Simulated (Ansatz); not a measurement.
Start from `[SiH3]O[SiH3]` and change one atom or group to get `[AlH2][SiH2]O[SiH3]`.

Ansatz, PBE0-D4/def2-TZVP geometries, multiplicity 1. Each molecule was computed in one conformer, which needn't be the lowest.

```json
{"property": "size of the dipole moment (PBE/def2-TZVPP) / D", "`[SiH3]O[SiH3]`": "0.24"}
{"property": "HOMO–LUMO gap (PBE/def2-TZVPP) / eV", "`[SiH3]O[SiH3]`": "6.22"}
{"property": "HOMO energy (PBE/def2-TZVPP) / eV", "`[SiH3]O[SiH3]`": "-7.32"}
{"property": "LUMO energy (PBE0/def2-TZVPP) / eV", "`[SiH3]O[SiH3]`": "-0.22"}
{"property": "LUMO energy (PBE/def2-TZVPP) / eV", "`[SiH3]O[SiH3]`": "-1.10"}
{"property": "LUMO energy (B3LYP/def2-TZVPP) / eV", "`[SiH3]O[SiH3]`": "-0.43"}
```

(1) What does the change do to each property? (Estimate.)

Results:

(1) Computed: 
```tsv
property	`[AlH2][SiH2]O[SiH3]`	shift
size of the dipole moment (PBE/def2-TZVPP) / D	0.15	-0.09
HOMO–LUMO gap (PBE/def2-TZVPP) / eV	3.39	-2.83
HOMO energy (PBE/def2-TZVPP) / eV	-6.28	1.04
LUMO energy (PBE0/def2-TZVPP) / eV	-2.11	-1.89
LUMO energy (PBE/def2-TZVPP) / eV	-2.88	-1.78
LUMO energy (B3LYP/def2-TZVPP) / eV	-2.30	-1.87
```

With PBE0 the HOMO rises by 1.36 eV and the LUMO falls by 1.89 eV, so the gap narrows by about 3.25 eV. PBE moves the HOMO by 1.04 eV and ωB97M-V by 1.63 eV. Dipoles are sizes alone; their direction can turn.

B3LYP here is the variant with VWN-RPA as its local correlation; programs differ in this.
